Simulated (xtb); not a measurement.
P2, charge +1, doublet, at a GFN2-xTB geometry (a state made from the parent by changing its charge; the spin is typed, not shown lowest); GFN2-xTB with ALPB(ether) run with xtb 6.7.1.

Input for xtb:
```
$ xtb mol.xyz --gfn 2 --chrg 1 --uhf 1 --alpb ether --json

# file mol.xyz
2

P     -0.00000000    -0.00000000    -0.98493774
P      0.00000000     0.00000000     0.98493774
```

Output, abridged:

```
   ID    Z sym.   atoms
    1   15 P      1, 2

           -------------------------------------------------
          |                Calculation Setup                |
           -------------------------------------------------

           -------------------------------------------------
          |                 G F N 2 - x T B                 |
           -------------------------------------------------

      * Solvation model:               ALPB
        Solvent                        ether
        Parameter file                 internal GFN2-xTB/ALPB
        Dielectric constant                4.3300E+00
        Reference state                gsolv [1 M gas/solution]
        Free energy shift                  4.9534E-03 Eh       3.1083E+00 kcal/mol
        Temperature                        2.9815E+02 K
        Density                            7.1300E-01 kg/L
        Solvent mass                       7.4120E+01 g/mol
        Interaction kernel             P16
        Born radius scaling (c1)           1.5847E+00
        Born radii integrator          GBOBC
        Born offset                        0.0000E+00 a0       0.0000E+00 AA
        H-bond correction              true
        Ion screening                  false
        Surface tension                    1.0000E-05 Eh       1.5569E+01 dyn/cm
        Grid points                               230 per atom

          ...................................................
          :                      SETUP                      :
          :.................................................:
          :  # basis functions                  20          :
          :  # atomic orbitals                  18          :
          :  # shells                            6          :
          :  # electrons                         9          :
          :  max. iterations                   250          :
          :  Hamiltonian                  GFN2-xTB          :
          :  restarted?                      false          :
          :  GBSA solvation                   true          :
          :  PC potential                    false          :
          :  electronic temp.          300.0000000     K    :
          :  accuracy                    1.0000000          :
          :  -> integral cutoff          0.2500000E+02      :
          :  -> integral neglect         0.1000000E-07      :
          :  -> SCF convergence          0.1000000E-05 Eh   :
          :  -> wf. convergence          0.1000000E-03 e    :
          :  Broyden damping             0.4000000          :
          :  net charge                          1          :
          :  unpaired electrons                  1          :
          ...................................................

 iter      E             dE          RMSdq      gap      omega  full diag
   1     -4.6073221 -0.460732E+01  0.275E+01    2.72       0.0  T
   2     -4.6116301 -0.430808E-02  0.147E+01    2.60       1.0  T
   3     -4.6118112 -0.181090E-03  0.119E+00    2.61       1.0  T
   4     -4.6119052 -0.940089E-04  0.154E-01    2.66       1.0  T
   5     -4.6119058 -0.556820E-06  0.103E-01    2.66       1.0  T
   6     -4.6119062 -0.369818E-06  0.652E-03    2.66      10.8  T
   7     -4.6119062 -0.162476E-08  0.503E-05    2.66    1407.0  T
   8     -4.6119062 -0.675016E-13  0.427E-05    2.66    1655.5  T

   *** convergence criteria satisfied after 8 iterations ***

         :::::::::::::::::::::::::::::::::::::::::::::::::::::
         ::                     SUMMARY                     ::
         :::::::::::::::::::::::::::::::::::::::::::::::::::::
         :: total energy              -4.583652688783 Eh    ::
         :: total w/o Gsasa/hb        -4.577244986370 Eh    ::
         :: gradient norm              0.003275297939 Eh/a0 ::
         :: HOMO-LUMO gap              2.657623961718 eV    ::
         ::.................................................::
         :: SCC energy                -4.611906153908 Eh    ::
         :: -> isotropic ES            0.117292951444 Eh    ::
         :: -> anisotropic ES         -0.025583290510 Eh    ::
         :: -> anisotropic XC          0.003385926117 Eh    ::
         :: -> dispersion             -0.000970138465 Eh    ::
         :: -> Gsolv                  -0.076415664073 Eh    ::
         ::    -> Gelec               -0.070007961661 Eh    ::
         ::    -> Gsasa               -0.011361139990 Eh    ::
         ::    -> Ghb                  0.000000000000 Eh    ::
         ::    -> Gshift               0.004953437577 Eh    ::
         :: repulsion energy           0.028253465126 Eh    ::
         :: add. restraining           0.000000000000 Eh    ::
         :: total charge               1.000000000444 e     ::
         :::::::::::::::::::::::::::::::::::::::::::::::::::::

           -------------------------------------------------
          |                Property Printout                |
           -------------------------------------------------

    * Orbital Energies and Occupations

         #    Occupation            Energy/Eh            Energy/eV
      -------------------------------------------------------------
         1        2.0000           -0.7622790             -20.7427
         2        2.0000           -0.6638580             -18.0645
         3        2.0000           -0.4991130             -13.5816
         4        1.5000           -0.4786544             -13.0248
         5        1.5000           -0.4786544             -13.0248 (HOMO)
         6                         -0.3809885             -10.3672 (LUMO)
         7                         -0.3809885             -10.3672
         8                         -0.2083212              -5.6687
         9                         -0.0591345              -1.6091
        10                         -0.0591345              -1.6091
        11                         -0.0106951              -0.2910
        12                         -0.0106951              -0.2910
        13                          0.0112910               0.3072
        14                          0.0112910               0.3072
        15                          0.0677880               1.8446
        16                          0.1822220               4.9585
       ...                                ...                  ...
        18                          1.1614555              31.6048
      -------------------------------------------------------------
                  HL-Gap            0.0976659 Eh            2.6576 eV
             Fermi-level           -0.4542379 Eh          -12.3604 eV

     #   Z          covCN         q      C6AA      α(0)
     1  15 P        0.981     0.500   163.319    23.752
     2  15 P        0.981     0.500   163.319    23.752

 Mol. C6AA /au·bohr⁶  :        653.274462
 Mol. C8AA /au·bohr⁸  :      36191.231896
 Mol. α(0) /au        :         47.503031

Wiberg/Mayer (AO) data.
largest (>0.10) Wiberg bond orders for each atom

 ---------------------------------------------------------------------------
     #   Z sym  total        # sym  WBO       # sym  WBO       # sym  WBO
 ---------------------------------------------------------------------------
     1  15 P    2.417 --     2 P    2.417
     2  15 P    2.417 --     1 P    2.417
 ---------------------------------------------------------------------------

Topologies differ in total number of bonds
Writing topology from bond orders to xtbtopo.mol

molecular dipole:
                 x           y           z       tot (Debye)
 q only:        0.000       0.000      -0.000
   full:       -0.000       0.000      -0.000       0.000
molecular quadrupole (traceless):
                xx          xy          yy          xz          yz          zz
 q only:       -1.732       0.000      -1.732       0.000       0.000       3.464
  q+dip:       -2.037       0.000      -2.037      -0.000       0.000       4.075
   full:       -0.139       0.000      -0.139      -0.000       0.000       0.277

           -------------------------------------------------
          | TOTAL ENERGY               -4.583652688783 Eh   |
          | GRADIENT NORM               0.003275297939 Eh/α |
          | HOMO-LUMO GAP               2.657623961718 eV   |
           -------------------------------------------------

normal termination of xtb
```
